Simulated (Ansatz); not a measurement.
C₂H₉FGaN (`[CH3][Ga-]([CH3])([NH3+])[F]`), relaxed with RKS PBE0-D4/def2-TZVP in Ansatz 0.2.0 from a PBE-D4/def2-SVP geometry. The force threshold is 0.005 eV/Å; the program also tests the step.

The species carries charge 0 and has multiplicity 1.

Start:

```xyz
14

C     0.208   -1.817   -0.841
Ga   -0.505   -0.220    0.098
C    -0.192    0.348    1.975
N     0.416    1.405   -1.023
F    -2.138    0.276   -0.515
H     1.309   -1.906   -0.740
H    -0.238   -2.742   -0.420
H    -0.046   -1.792   -1.920
H    -0.617    1.354    2.165
H    -0.687   -0.356    2.675
H     0.887    0.366    2.233
H     1.438    1.504   -0.958
H    -0.006    2.292   -0.713
H     0.171    1.289   -2.016
```

| step | energy (eV) | largest force (eV/Å) | largest move (Å) |
| --- | --- | --- | --- |
| 1 | -58797.1595 | 0.572 | 0.000 |
| 2 | -58797.2037 | 0.211 | 0.050 |
| 3 | -58797.2083 | 0.029 | 0.021 |
| 4 | -58797.2088 | 0.024 | 0.026 |
| 5 | -58797.2090 | 0.011 | 0.007 |
| 6 | -58797.2090 | 0.007 | 0.007 |
| 7 | -58797.2090 | 0.001 | 0.004 |
| 8 | -58797.2090 | 0.004 | 0.008 |
| 9 | -58797.2090 | 0.005 | 0.008 |
| 10 (rejected) | -58797.2090 | 0.036 | 0.041 |
| 11 | -58797.2091 | 0.006 | 0.019 |
| 12 | -58797.2091 | 0.036 | 0.029 |
| 13 | -58797.2092 | 0.030 | 0.009 |
| 14 (rejected) | -58797.1963 | 0.606 | 0.188 |
| 15 | -58797.2092 | 0.028 | 0.002 |
| 16 | -58797.2094 | 0.003 | 0.027 |

End:

```xyz
14

C     0.212   -1.813   -0.821
Ga   -0.474   -0.200    0.085
C    -0.203    0.335    1.965
N     0.422    1.408   -1.024
F    -2.078    0.325   -0.565
H     1.298   -1.903   -0.729
H    -0.226   -2.714   -0.383
H    -0.046   -1.806   -1.882
H    -0.665    1.305    2.166
H    -0.659   -0.392    2.641
H     0.858    0.397    2.222
H     1.433    1.466   -1.052
H     0.056    2.277   -0.651
H     0.072    1.316   -1.972
```

Run time 64 s (4 threads of an Arm Neoverse V2 on a shared host); peak host memory 0.7 GiB.
